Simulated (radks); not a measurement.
Problem. These are the eigenvalues of the occupied orbitals of an atom or ion with whole-number occupations (eV). Method: non-relativistic Kohn-Sham, PBE, spin-polarised, spherical densities, point nucleus; computed with a radial shooting solver on a logarithmic mesh with Libxc functionals.

orbital  eigenvalue
1s        -22516.27
2s        -4176.324
2p        -3960.339
3s        -1493.612
3p        -1414.497

Which element is it, and in what charge state? The configuration may be excited. Open shells, if any, are filled with parallel spins first.

Solution. Z = 44, ruthenium, charge +26: Ru26+ in [Ar]. The list shows which subshells hold electrons but not how many an open one holds; the 1s level, -827.46 hartree, gives Z - s = 40.7 by -(Z - s)^2/2, which with screening narrows Z to a few neighbours, and the depths of the outer levels then fix element, charge and occupations together.
